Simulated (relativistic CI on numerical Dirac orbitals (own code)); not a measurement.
Transition arrays of Mo16+

Calculated at this level of theory: Dirac-Coulomb-Breit CI, orbitals from a KLI potential per configuration, QED by a radiative potential, valence Slater integrals scaled by 0.9, whole transition arrays (own radial code, finite nucleus).

CI space (outside the closed core [Ne] 3s2): 3p6.3d8, 3p6.3d7.4f, 3p5.3d9, 3p6.3d7.4p, 3p6.3d7.5f. Levels of other configurations are missing.

All E1 lines from the levels of 3p6.3d8; mean and standard deviation are weighted by gf, and upper levels are sorted by their leading configuration.

```
Upper configuration  Lines    Σgf  Mean (eV)  Mean (nm)  σ (eV)  Strongest line (nm)
         3p6.3d7.4f    721  183.2     401.04      3.092    4.37                3.051
            3p5.3d9     60   19.8     171.64      7.224    9.96                6.756
         3p6.3d7.4p    466   18.2     291.25      4.257    4.16                4.292
         3p6.3d7.5f    721   93.3     490.93      2.525    4.88                2.510
```

Σgf per state of the lower configuration in bins of 0.2 nm over the central range (centre: value): 2.5: 2.06, 3.1: 4.01, 3.3: 0.04, 4.1: 0.05, 4.3: 0.35, 6.7: 0.10, 7.3: 0.09.

Question: How do configuration mixing and the scaling of the Slater integrals move the arrays?

Answer: Slater scale 0.9, no configuration mixing: 3p6.3d7.4f 401.5 ± 4.4 eV (Σgf 198.5), 3p5.3d9 172.5 ± 10.1 eV (Σgf 22.4), 3p6.3d7.4p 291.4 ± 4.2 eV (Σgf 17.4), 3p6.3d7.5f 490.4 ± 4.9 eV (Σgf 69.0); Slater scale 1: 3p6.3d7.4f 402.0 ± 4.8 eV (Σgf 183.7), 3p5.3d9 171.9 ± 10.5 eV (Σgf 19.5), 3p6.3d7.4p 291.4 ± 4.6 eV (Σgf 18.3), 3p6.3d7.5f 491.4 ± 5.4 eV (Σgf 93.8); Slater scale 0.8: 3p6.3d7.4f 400.1 ± 4.0 eV (Σgf 182.6), 3p5.3d9 171.4 ± 9.5 eV (Σgf 20.0), 3p6.3d7.4p 291.1 ± 3.7 eV (Σgf 18.1), 3p6.3d7.5f 490.5 ± 4.4 eV (Σgf 92.8). With mixing, levels are counted to their leading configuration, so an array can shrink or vanish into another, and the sums then hold other lines.
